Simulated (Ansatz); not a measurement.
Reaction (homolysis of the C–Cl bond): `CB(N)CCl` → `[CH2]B(C)N`• + Cl•

Computed with Ansatz on PBE0-D4/def2-TZVP structures; ΔE is electronic, products minus reactants. CBS: MP2 limit from def2 TZ/QZ plus the TZ coupled-cluster correction, frozen cores. This one scheme is used for every species, atoms too. DFT in def2-TZVPP. B3LYP here is the variant with VWN-RPA as its local correlation; programs differ in this. Open shells (•) are unrestricted, without spin–orbit coupling. Spin–orbit coupling would lower the free atoms: a little for Cl. One conformer a species, not always the lowest.

```json
{"level": "PBE-D4", "ΔE (kcal/mol)": "83.2", "difference from CCSD(T)/CBS": "1.4"}
{"level": "r2SCAN-D4", "ΔE (kcal/mol)": "77.6", "difference from CCSD(T)/CBS": "-4.2"}
{"level": "PBE0-D4", "ΔE (kcal/mol)": "80.7", "difference from CCSD(T)/CBS": "-1.1"}
{"level": "B3LYP-D4", "ΔE (kcal/mol)": "76.9", "difference from CCSD(T)/CBS": "-4.9"}
{"level": "ωB97M-V", "ΔE (kcal/mol)": "82.1", "difference from CCSD(T)/CBS": "0.3"}
{"level": "B2PLYP", "ΔE (kcal/mol)": "77.1", "difference from CCSD(T)/CBS": "-4.7"}
{"level": "PBE", "ΔE (kcal/mol)": "81.6", "difference from CCSD(T)/CBS": "-0.2"}
{"level": "B3LYP", "ΔE (kcal/mol)": "74.3", "difference from CCSD(T)/CBS": "-7.5"}
{"level": "HF/def2-TZVPP", "ΔE (kcal/mol)": "46.5", "difference from CCSD(T)/CBS": "-35.3"}
{"level": "MP2/def2-TZVPP", "ΔE (kcal/mol)": "84.2", "difference from CCSD(T)/CBS": "2.4"}
{"level": "SCS-MP2/def2-TZVPP", "ΔE (kcal/mol)": "80.9", "difference from CCSD(T)/CBS": "-0.9"}
{"level": "CCSD(T)/def2-TZVPP", "ΔE (kcal/mol)": "78.2", "difference from CCSD(T)/CBS": "-3.6"}
{"level": "MP2/def2-QZVPP", "ΔE (kcal/mol)": "86.3", "difference from CCSD(T)/CBS": "4.5"}
{"level": "SCS-MP2/def2-QZVPP", "ΔE (kcal/mol)": "83.1", "difference from CCSD(T)/CBS": "1.3"}
{"level": "MP2/CBS(def2)", "ΔE (kcal/mol)": "87.8", "difference from CCSD(T)/CBS": "6.0"}
{"level": "CCSD/CBS(def2)", "ΔE (kcal/mol)": "78.3", "difference from CCSD(T)/CBS": "-3.5"}
{"level": "CCSD(T)/CBS", "ΔE (kcal/mol)": "81.8", "difference from CCSD(T)/CBS": "0"}
```

Largest T1 diagnostic among the species: 0.013.

The D4 term adds +2.6 kcal/mol with B3LYP and +1.4 kcal/mol with PBE0; it sums over pairs of atoms, weighted by their polarisabilities, and B3LYP, whose exchange is more repulsive, gets the larger term. From PBE to PBE0 (25 % exact exchange), in def2-TZVPP and without D4, ΔE moves by −2.3 kcal/mol: exact exchange takes away binding that semilocal exchange gives to molecules. In def2-TZVPP, CCSD(T) changes the Hartree–Fock value by +31.8 kcal/mol (the triples alone add +3.5 kcal/mol) and MP2 by +37.8 kcal/mol; breaking electron pairs costs correlation energy, which Hartree–Fock lacks.

CCSD(T)/CBS has its own doubt, a few kJ/mol and more with outer-core shells, so smaller differences from it don't rank the levels.
